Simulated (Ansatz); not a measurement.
Ansatz (an electronic-structure program) input (B3LYP/6-31G*):

Ansatz 0.2 input:
```yaml
crystal:
  periodic: [false, false, false]
  atoms:
    - {symbol: O, position_ang: [-1.43507000, -0.71174500, -0.59820400]}
    - {symbol: B, position_ang: [-0.41388200, -0.03087900, -0.10920300]}
    - {symbol: O, position_ang: [-0.98485900, 1.22846600, 0.48452400]}
    - {symbol: P, position_ang: [1.44175000, -0.38746500, 0.16241100]}
    - {symbol: H, position_ang: [-1.29212800, -1.56982300, -1.01592800]}
    - {symbol: H, position_ang: [-1.94654400, 1.39319400, 0.44433100]}
    - {symbol: H, position_ang: [-0.46215200, 1.95840300, 0.85356100]}
    - {symbol: H, position_ang: [1.63272900, -0.88370800, -1.14836100]}
    - {symbol: H, position_ang: [1.87068500, 0.93453400, -0.11431500]}
basis:
  gaussian:
    orbitals: 6-31G*
hamiltonian:
  xc: {name: B3LYP}
total_charge: 1
relax: {f_tol: 0.003, max_steps: 120}
```

From the output:

```
the calculation of the forces begins
reference -14134.75127935 eV, -519.4425286376 hartree; 20, 20 occupied and 54, 54 virtual orbitals, 785 factors
relax step   3: F+E_penalty+E_count = -14134.75107971 eV  Δ(F+E_penalty+E_count) = -8.310e-4 eV  max|allowed force component| = 7.274e-2 eV/Å  Δτ_max = 0.0103 Å  (30 SCF iters, accepted)
these checks for a lower state are left out or cut short: starts, cluster_reference, orbital_swaps, neighbouring_geometries, increment
integrals: 0.03 GiB planned
785 factors; integrals over basis functions are off by at most 6.2e-4 eV
mean field: 0.24 GiB planned
mean field evaluation 32: about -14134.7510 eV, gradient 3.3e-1 eV
mean field -14134.75141182 eV, -519.4425335058 hartree, gradient 1.6e-5 eV, S^2 0.000000; 0 other end points of the search recorded, 0 dependent functions left out
the calculation of the forces begins
reference -14134.75161155 eV, -519.4425408456 hartree; 20, 20 occupied and 54, 54 virtual orbitals, 785 factors
relax step   4: F+E_penalty+E_count = -14134.75141182 eV  Δ(F+E_penalty+E_count) = -3.321e-4 eV  max|allowed force component| = 2.700e-2 eV/Å  Δτ_max = 0.0059 Å  (23 SCF iters, accepted)
these checks for a lower state are left out or cut short: starts, cluster_reference, orbital_swaps, neighbouring_geometries, increment
integrals: 0.03 GiB planned
785 factors; integrals over basis functions are off by at most 6.1e-4 eV
mean field: 0.24 GiB planned
mean field -14134.75157964 eV, -519.4425396730 hartree, gradient 1.2e-5 eV, S^2 0.000000; 0 other end points of the search recorded, 0 dependent functions left out
the calculation of the forces begins
reference -14134.75177949 eV, -519.4425470174 hartree; 20, 20 occupied and 54, 54 virtual orbitals, 785 factors
relax step   5: F+E_penalty+E_count = -14134.75157964 eV  Δ(F+E_penalty+E_count) = -1.678e-4 eV  max|allowed force component| = 2.638e-2 eV/Å  Δτ_max = 0.0105 Å  (29 SCF iters, accepted)
these checks for a lower state are left out or cut short: starts, cluster_reference, orbital_swaps, neighbouring_geometries, increment
integrals: 0.03 GiB planned
785 factors; integrals over basis functions are off by at most 6.1e-4 eV
mean field: 0.24 GiB planned
mean field -14134.75169317 eV, -519.4425438451 hartree, gradient 8.7e-6 eV, S^2 0.000000; 0 other end points of the search recorded, 0 dependent functions left out
the calculation of the forces begins
reference -14134.75189315 eV, -519.4425511942 hartree; 20, 20 occupied and 54, 54 virtual orbitals, 785 factors
relax step   6: F+E_penalty+E_count = -14134.75169317 eV  Δ(F+E_penalty+E_count) = -1.135e-4 eV  max|allowed force component| = 1.170e-2 eV/Å  Δτ_max = 0.0082 Å  (24 SCF iters, accepted)
these checks for a lower state are left out or cut short: starts, cluster_reference, orbital_swaps, neighbouring_geometries, increment
integrals: 0.03 GiB planned
785 factors; integrals over basis functions are off by at most 6.1e-4 eV
mean field: 0.24 GiB planned
mean field -14134.75170785 eV, -519.4425443846 hartree, gradient 1.8e-5 eV, S^2 0.000000; 0 other end points of the search recorded, 0 dependent functions left out
the calculation of the forces begins
reference -14134.75190790 eV, -519.4425517365 hartree; 20, 20 occupied and 54, 54 virtual orbitals, 785 factors
relax step   7: F+E_penalty+E_count = -14134.75170785 eV  Δ(F+E_penalty+E_count) = -1.468e-5 eV  max|allowed force component| = 4.401e-3 eV/Å  Δτ_max = 0.0036 Å  (22 SCF iters, accepted)
these checks for a lower state are left out or cut short: starts, cluster_reference, orbital_swaps, neighbouring_geometries, increment
integrals: 0.03 GiB planned
785 factors; integrals over basis functions are off by at most 6.1e-4 eV
mean field: 0.24 GiB planned
mean field -14134.75171311 eV, -519.4425445779 hartree, gradient 8.2e-5 eV, S^2 0.000000; 0 other end points of the search recorded, 0 dependent functions left out
the calculation of the forces begins
reference -14134.75191318 eV, -519.4425519303 hartree; 20, 20 occupied and 54, 54 virtual orbitals, 785 factors
relax step   8: F+E_penalty+E_count = -14134.75171311 eV  Δ(F+E_penalty+E_count) = -5.259e-6 eV  max|allowed force component| = 4.458e-3 eV/Å  Δτ_max = 0.0016 Å  (19 SCF iters, accepted)
these checks for a lower state are left out or cut short: starts, cluster_reference, orbital_swaps, neighbouring_geometries, increment
integrals: 0.03 GiB planned
785 factors; integrals over basis functions are off by at most 6.1e-4 eV
mean field: 0.24 GiB planned
mean field -14134.75171562 eV, -519.4425446702 hartree, gradient 5.2e-5 eV, S^2 0.000000; 0 other end points of the search recorded, 0 dependent functions left out
the calculation of the forces begins
reference -14134.75191569 eV, -519.4425520226 hartree; 20, 20 occupied and 54, 54 virtual orbitals, 785 factors
relax step   9: F+E_penalty+E_count = -14134.75171562 eV  Δ(F+E_penalty+E_count) = -2.511e-6 eV  max|allowed force component| = 2.069e-3 eV/Å  Δτ_max = 0.0007 Å  (19 SCF iters, accepted)
integrals: 0.03 GiB planned
785 factors; integrals over basis functions are off by at most 6.1e-4 eV
mean field: 0.24 GiB planned
mean field evaluation 64: about -14134.7378 eV, gradient 8.9e-2 eV
mean field -14134.75171562 eV, -519.4425446702 hartree, gradient 5.2e-5 eV, S^2 0.000000; 1 other end points of the search recorded, 0 dependent functions left out
the calculation of the forces begins
reference -14134.75191569 eV, -519.4425520226 hartree; 20, 20 occupied and 54, 54 virtual orbitals, 785 factors
Total energy: -14134.75191569 eV, -519.4425520226 hartree
Atom 0 at    -1.446553    -0.703349    -0.600783 Å, force     0.001615     0.000810     0.000088 eV/Å
Atom 1 at    -0.417317    -0.027884    -0.113173 Å, force    -0.002069     0.001276     0.000844 eV/Å
Atom 2 at    -0.996776     1.223142     0.511474 Å, force    -0.000726    -0.000171     0.001034 eV/Å
Atom 3 at     1.449955    -0.383298     0.161583 Å, force     0.000806    -0.001252    -0.000815 eV/Å
Atom 4 at    -1.286664    -1.559897    -1.028438 Å, force    -0.000613    -0.001298    -0.000477 eV/Å
Atom 5 at    -1.963801     1.388891     0.450828 Å, force    -0.000063    -0.000508    -0.000527 eV/Å
Atom 6 at    -0.483194     1.978612     0.858127 Å, force     0.000837     0.000754    -0.000518 eV/Å
Atom 7 at     1.655506    -0.915799    -1.137157 Å, force     0.000508     0.000753     0.000431 eV/Å
Atom 8 at     1.899373     0.930559    -0.143645 Å, force    -0.000294    -0.000364    -0.000059 eV/Å
Dipole moment:    -0.584231     0.681682     0.009625 e Å
```

The dipole moment of an ion depends on the origin.

The geometry given is a B3LYP-D3(BJ)/def2-TZVP minimum.
